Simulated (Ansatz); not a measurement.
Geometry optimisation, RKS PBE0-D4/def2-SVP in Ansatz.

input.yaml

```yaml
crystal:
  periodic: [false, false, false]
  atoms:
    - { symbol: B, position_ang: [-0.120704, 0.668887, -0.369685] }
    - { symbol: F, position_ang: [0.066945, -0.450097, 1.896915] }
    - { symbol: C, position_ang: [1.291115, 0.056165, -0.70922] }
    - { symbol: H, position_ang: [1.268099, -1.042826, -0.759236] }
    - { symbol: H, position_ang: [1.625558, 0.423208, -1.695426] }
    - { symbol: H, position_ang: [2.056487, 0.339176, 0.029884] }
    - { symbol: "N", position_ang: [-1.322803, 0.074434, -0.798878] }
    - { symbol: H, position_ang: [-1.356566, -0.873151, -1.147616] }
    - { symbol: H, position_ang: [-2.235321, 0.492909, -0.666366] }
    - { symbol: "N", position_ang: [-0.186071, 2.004694, 0.304253] }
    - { symbol: H, position_ang: [-1.036344, 2.554249, 0.290633] }
    - { symbol: H, position_ang: [0.647051, 2.575649, 0.371932] }
    - { symbol: H, position_ang: [-0.105545, 0.459204, 1.930012] }
basis:
  gaussian: { orbitals: def2-SVP }
hamiltonian:
  xc: pbe0
  dispersion: d4
relax:
  f_tol: 0.03
  max_steps: 50
```

Run as:

```bash
$ ansatz run input.yaml --threads 4 --pin off --max-ram 5120MiB --backend cpu --events-out ev --progress --plain --runs-dir out
```

Problem. Where does it end, and by what steps?

Solution. The run converged. The force dipped under the threshold on the way, but the program's further checks kept it going. After 20 steps the energy has fallen by 0.358 eV; F2 moved furthest, 0.84 Å.

| step | energy less start (eV) | largest force component (eV/Å) | accepted |
| --- | --- | --- | --- |
| 0 | 0.0000 | 1.749 | yes |
| 1 | -0.1191 | 2.564 | yes |
| 2 | -0.2769 | 0.840 | yes |
| 3 | -0.3224 | 0.265 | yes |
| 4 | -0.3338 | 0.145 | yes |
| 5 | -0.3246 | 0.478 | no |
| 6 | -0.3397 | 0.061 | yes |
| 7 | -0.3430 | 0.053 | yes |
| 8 | -0.3409 | 0.280 | no |
| 9 | -0.3435 | 0.217 | yes |
| 10 | -0.3469 | 0.059 | yes |
| 11 | -0.3461 | 0.229 | no |
| 12 | -0.3488 | 0.036 | yes |
| 13 | -0.3507 | 0.062 | yes |
| 14 | -0.3524 | 0.148 | yes |
| 15 | -0.3532 | 0.161 | yes |
| 16 | -0.3545 | 0.162 | yes |
| 17 | -0.3557 | 0.118 | yes |
| 18 | -0.3569 | 0.040 | yes |
| 19 | -0.3573 | 0.018 | yes |
| 20 | -0.3575 | 0.020 | yes |

```xyz
13
Properties=species:S:1:pos:R:3
B -0.145 0.616 -0.462
F 0.151 0.190 2.441
C 1.271 0.016 -0.810
H 1.223 -0.879 -1.448
H 1.916 0.756 -1.314
H 1.774 -0.265 0.131
N -1.340 0.000 -0.869
H -1.342 -0.888 -1.349
H -2.263 0.319 -0.609
N -0.201 1.805 0.370
H -1.060 2.341 0.434
H 0.609 2.413 0.379
H -0.002 0.859 1.783
```

Whether the end is a true minimum wasn't checked by a vibrational analysis.

The run took 35 s on 4 threads of Arm Neoverse V1, with other jobs on the host, peak memory 0.24 GiB.
